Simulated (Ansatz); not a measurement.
Consider the formal hydrolysis of the Al–N bond: `[NH2][Al]([SH])[SH]` + H₂O → `[OH][Al]([SH])[SH]` + NH₃.

Calculated with Ansatz (gas phase, PBE0-D4/def2-TZVP geometries, no zero-point term in ΔE). CCSD(T)/CBS is the MP2 limit (def2-TZVPP, def2-QZVPP) plus CCSD(T) − MP2 in def2-TZVPP, frozen cores. This one scheme is used for every species. Functionals use def2-TZVPP. B3LYP here is the variant with VWN-RPA as its local correlation; programs differ in this. HSE06 is defined as in plane-wave codes. One conformer a species, not always the lowest.

| level | ΔE (kJ/mol) | difference from CCSD(T)/CBS |
| --- | --- | --- |
| PBE-D4 | -44.2 | -0.7 |
| revPBE-D4 | -43.3 | 0.2 |
| BLYP-D4 | -47.5 | -4.0 |
| r2SCAN-D4 | -47.4 | -3.9 |
| B97M-V | -49.5 | -6.0 |
| PBE0-D4 | -43.0 | 0.5 |
| B3LYP-D4 | -46.6 | -3.1 |
| r2SCANh-D4 | -46.7 | -3.2 |
| r2SCAN0-D4 | -45.8 | -2.3 |
| HSE06-D4 | -42.9 | 0.6 |
| BHLYP-D4 | -46.6 | -3.1 |
| CAM-B3LYP-D4 | -47.0 | -3.5 |
| ωB97X-V | -45.7 | -2.2 |
| ωB97M-V | -45.6 | -2.1 |
| B2PLYP | -48.5 | -5.0 |
| PBE-QIDH | -44.5 | -1.0 |
| PBE | -45.8 | -2.3 |
| revPBE | -46.5 | -3.0 |
| BLYP | -50.7 | -7.2 |
| r2SCAN | -47.8 | -4.3 |
| PBE0 | -44.5 | -1.0 |
| r2SCANh | -47.2 | -3.7 |
| r2SCAN0 | -46.3 | -2.8 |
| HSE06 | -44.3 | -0.8 |
| BHLYP | -48.9 | -5.4 |
| CAM-B3LYP | -48.6 | -5.1 |
| RPA@PBE/def2-TZVPP | -45.9 | -2.4 |
| HF/def2-SVP | -46.7 | -3.2 |
| MP2/def2-SVP | -47.8 | -4.3 |
| CCSD/def2-SVP | -47.5 | -4.0 |
| CCSD(T)/def2-SVP | -47.6 | -4.1 |
| HF/def2-TZVPP | -49.3 | -5.8 |
| SCS-MP2/def2-TZVPP | -46.7 | -3.2 |
| CCSD/def2-TZVPP | -45.7 | -2.2 |
| HF/def2-QZVPP | -49.2 | -5.7 |
| MP2/def2-QZVPP | -44.2 | -0.7 |
| SCS-MP2/def2-QZVPP | -45.5 | -2.0 |
| HF/CBS(def2) | -49.1 | -5.6 |
| MP2/CBS(def2) | -43.4 | 0.1 |
| CCSD/CBS(def2) | -43.7 | -0.2 |
| CCSD(T)/CBS | -43.5 | 0 |

Largest T1 diagnostic among the species: 0.012.

Leaving LDA and LC-ωPBE aside and taking each functional with its dispersion term where it has one, the values spread over 6.5 kJ/mol, from B97M-V to HSE06-D4. LDA lies +3.0 kJ/mol from PBE without D4. At CCSD(T), def2-SVP lies −4.1 kJ/mol from the extrapolated value and def2-TZVPP −2.0 kJ/mol. In def2-TZVPP, CCSD(T) changes the Hartree–Fock value by +3.8 kJ/mol (the triples alone add +0.2 kJ/mol) and MP2 by +3.9 kJ/mol.
